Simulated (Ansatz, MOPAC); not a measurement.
Pair of molecules: boric acid (SMILES OB(O)O) (first 7 atoms) with NH3 (SMILES N); geometry from B3LYP-D3(BJ)/def2-TZVP.
(charge 0, multiplicity 1):
```xyz
11

O     -0.002    -0.572    -1.198
B     -0.155    -0.196     0.110
O     -1.361     0.383     0.478
O      0.878    -0.412     0.966
H     -0.787    -0.377    -1.718
H     -1.398     0.621     1.408
H      0.698    -0.119     1.881
N      0.402     0.436     3.691
H      0.303     1.429     3.871
H     -0.311    -0.047     4.227
H      1.301     0.153     4.068
```

Interaction energies are E(AB) − E(A) − E(B) at the monomers' geometry in the complex; basis-set methods are counterpoise corrected.

The state reached by PM7 isn't checked; PM7 holds dispersion and hydrogen-bond terms.

Run with Ansatz (an electronic-structure program) with Gaussian orbitals; MOPAC for PM7 (differences of heats of formation). 

Task: Predict the interaction energy from PM7.

Result: -9.0 kcal/mol
